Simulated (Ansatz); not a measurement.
## Match the barriers

Saddle point of GaSiH5S, closed shell (GaSiH₅S ([SiH3][GaH][SH]) → GaHS ([S][GaH]) + SiH₄; bonds formed: Si2–H4; bonds broken: Ga1–Si2, S3–H4), PBE0-D4/def2-TZVP structure:

```xyz
8
angstrom
Ga -1.3290 -0.4456 -0.8278
Si 0.7298 0.4631 0.6916
S -0.2500 -1.7973 -2.0126
H 0.4178 -0.7214 -0.6733
H -2.5446 0.3440 -0.2878
H 2.1622 0.0699 0.6325
H 0.6154 1.9242 0.4274
H 0.1986 0.1630 2.0500
```

Computed with Ansatz 0.2.0 (basis: def2-TZVPP, with def2-QZVPP for the basis limit); correlated methods freeze the cores. Filled d shells of the heavier atoms are correlated. The def2 sets are not built for correlating such inner shells, so the correlated values are less sure here. Extrapolation: Hartree–Fock as exp(−7.88 √X), correlation as X^−2.97. Four methods, as single points on the PBE0-D4 structures, gave these electronic barriers from the start structure: 1.835, 2.211, 2.360, 3.029 eV.

Task: The methods were, in alphabetical order, CCSD(T), HF, PBE0-D4, SPW92. Which gave which? (Judge from chemistry; the calculation decides.)

Result: By the calculation: SPW92 1.835; PBE0-D4 2.211; CCSD(T) 2.360; HF 3.029 eV. For comparison, CCSD(T) at an estimated basis limit (MP2 extrapolated from triple and quadruple zeta, plus CCSD(T) − MP2 in triple zeta) gives 2.316 eV.

The T1 diagnostic stays at or below 0.019.

Labels in which every atom is bracketed show which atoms are joined, not bond orders.

For scale, one of the runs: CCSD(T)/def2-TZVPP, 202 basis functions, launched by `ansatz run in.yaml --threads 4 --pin off --events-out ev --progress --plain --max-ram 9574MiB`. Hardware: 4 CPU threads of an AMD EPYC, shared host. Wall time 70 s; peak host memory 2.3 GiB.
